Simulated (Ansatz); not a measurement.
Sr₈O₈ (started as a model of: 2x2x4 SrO rock-salt block). Total charge 0; singlet. Geometry r2SCAN-D4/def2-SVP; atoms count from 1.

```xyz
16

Sr   -3.7550    1.3216    0.3083
O    -1.4529    1.4272   -0.2414
Sr    0.8868    1.7713   -0.8932
O     3.2151    1.6846   -1.3726
O    -3.7573   -0.8060   -0.5397
Sr   -1.5259   -0.7355   -1.3608
O     0.8780   -0.4956   -1.7859
Sr    3.1561   -0.3513   -2.4202
O    -3.1391    0.2971    2.2619
Sr   -0.7973    0.5645    1.9408
O     1.5331    0.6736    1.1836
Sr    3.8386    0.8670    0.6740
Sr   -3.2395   -1.8377    1.4384
O    -0.9584   -1.6048    0.8433
Sr    1.4363   -1.5999    0.3129
O     3.6815   -1.1761   -0.3491
```

In the def2 sets Sr takes a core potential; there is no spin–orbit coupling.

(1) Estimate the Mulliken populations from the PBE0/def2-SVP orbitals of Ansatz.

(2) And the Mayer bond orders between bonded heavy atoms (over 0.3)?

## Answers

(1) 
```json
{"atom": "Sr1", "charge (e)": "0.73"}
{"atom": "O2", "charge (e)": "-0.81"}
{"atom": "Sr3", "charge (e)": "0.83"}
{"atom": "O4", "charge (e)": "-0.75"}
{"atom": "O5", "charge (e)": "-0.75"}
{"atom": "Sr6", "charge (e)": "0.83"}
{"atom": "O7", "charge (e)": "-0.81"}
{"atom": "Sr8", "charge (e)": "0.73"}
{"atom": "O9", "charge (e)": "-0.75"}
{"atom": "Sr10", "charge (e)": "0.83"}
{"atom": "O11", "charge (e)": "-0.81"}
{"atom": "Sr12", "charge (e)": "0.73"}
{"atom": "Sr13", "charge (e)": "0.73"}
{"atom": "O14", "charge (e)": "-0.81"}
{"atom": "Sr15", "charge (e)": "0.83"}
{"atom": "O16", "charge (e)": "-0.75"}
```
Mulliken values and Mayer orders depend strongly on the basis.

(2) Sr1–O2 0.64 (2.37 Å); Sr1–O5 0.61 (2.29 Å); Sr1–O9 0.61 (2.29 Å); O2–Sr3 0.44 (2.45 Å); O2–Sr6 0.31 (2.44 Å); O2–Sr10 0.31 (2.44 Å); Sr3–O4 0.49 (2.38 Å); Sr3–O7 0.31 (2.44 Å); Sr3–O11 0.31 (2.44 Å); Sr3–Sr15 0.37 (3.62 Å); O4–Sr8 0.61 (2.29 Å); O4–Sr12 0.61 (2.29 Å); O5–Sr6 0.49 (2.38 Å); O5–Sr13 0.61 (2.29 Å); Sr6–O7 0.44 (2.45 Å); Sr6–Sr10 0.37 (3.62 Å); Sr6–O14 0.31 (2.44 Å); O7–Sr8 0.64 (2.37 Å); O7–Sr15 0.31 (2.44 Å); Sr8–O16 0.61 (2.29 Å); O9–Sr10 0.49 (2.38 Å); O9–Sr13 0.61 (2.29 Å); Sr10–O11 0.44 (2.45 Å); Sr10–O14 0.31 (2.44 Å); O11–Sr12 0.64 (2.37 Å); O11–Sr15 0.31 (2.44 Å); Sr12–O16 0.61 (2.29 Å); Sr13–O14 0.64 (2.37 Å); O14–Sr15 0.44 (2.45 Å); Sr15–O16 0.49 (2.38 Å).
